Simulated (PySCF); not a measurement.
Method: PBE0 in PySCF with Zr def2-TZVP with ECP28, H def2-TZVP; scalar-relativistic core potentials, no spin–orbit coupling; density-fitted integrals.

Each entry is the lowest minimum that a search over a few typed start shapes (and spin states, where more than one is plausible) found, or that minimum re-optimised at the stated level; isomers with ligand–ligand bonds, or fragments after loss of a ligand pair, can lie lower. Open shells are unrestricted.

ZrH₃ is a doublet of C3v symmetry with Zr–H 1.856 Å (×3); H–Zr–H 116.9° (×3). Its wavenumbers are 266, 669 (×2), 1648 (×2), 1679 cm⁻¹.

**Question.** What changes when one electron is removed, giving ZrH₃⁺?

**Answer.** It costs 7.41 eV between the minima (7.43 eV with zero-point energy). ZrH₃⁺ is a singlet of C3v symmetry with Zr–H 1.788 Å (×3); H–Zr–H 105.8° (×3); wavenumbers 415, 514 (×2), 1836 (×2), 1866 cm⁻¹.
